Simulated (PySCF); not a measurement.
PySCF job for Al(GeH3)2(H) (AlGe2H7), SMILES [GeH3][AlH][GeH3], IEF-PCM-ωB97X/def2-SVP. The structure is a stationary point at r2SCAN-D4/def2-SVP. The structure was generated by enumeration; whether it is a known compound was not checked.

```python
import numpy as np
from pyscf import gto, scf, dft
from pyscf.solvent import pcm

mol = gto.M(
    atom='''
    Al    0.90374128   -0.17831917   -0.45588689
    Ge   -0.37628734   -2.05960357    0.50814868
    H     0.19540855   -3.45627782    0.20265282
    H    -0.44042508   -1.93440358    2.04515263
    H    -1.84190106   -2.05617657    0.02941807
    Ge    0.01771431    2.12650679   -0.33023449
    H     0.01537823    2.82274051   -1.70625059
    H    -1.41844377    2.21576912    0.21785646
    H     0.89400948    3.00615899    0.58603219
    H     2.32167425   -0.42056473   -1.14158579
    ''',
    basis='def2-SVP',
    charge=0,
    spin=0,
    max_memory=1600,
    verbose=3,
)
mf = dft.RKS(mol, xc='wb97x').density_fit(auxbasis='def2-universal-jkfit')
mf.grids.level = 3
mf.conv_tol = 1e-9
mf.max_cycle = 100
mf.kernel()
res = {}
for name, eps in {'water': 78.355, 'benzene': 2.2706, 'methanol': 32.613}.items():
    s = mf.PCM()
    s.with_solvent.method, s.with_solvent.eps, s.with_solvent.lebedev_order = 'IEF-PCM', eps, 29
    s.kernel(mf.make_rdm1())
    res[name] = (s.e_tot, eps, s.dip_moment(), s.mo_energy, s.converged)
    print(f'{name}: electrostatic solvation free energy {(s.e_tot - mf.e_tot) * 627.509474:.3f} kcal/mol')
```

Program output:

```
converged SCF energy = -4400.1059843276

WARN: PCM is an experimental feature. It is still in testing.
Features and APIs may be changed in the future.

converged SCF energy = -4400.11332390381
Dipole moment(X, Y, Z, Debye):  0.57486, -0.21653, -0.37047
water: electrostatic solvation free energy -4.606 kcal/mol

WARN: PCM is an experimental feature. It is still in testing.
Features and APIs may be changed in the future.

converged SCF energy = -4400.10896547157
Dipole moment(X, Y, Z, Debye):  0.44754, -0.17158, -0.29254
benzene: electrostatic solvation free energy -1.871 kcal/mol

WARN: PCM is an experimental feature. It is still in testing.
Features and APIs may be changed in the future.

converged SCF energy = -4400.11307093172
Dipole moment(X, Y, Z, Debye):  0.56765, -0.21390, -0.36595
methanol: electrostatic solvation free energy -4.447 kcal/mol
```

The calculation finished and met its thresholds.

Cost: around 80 core-seconds (rough).
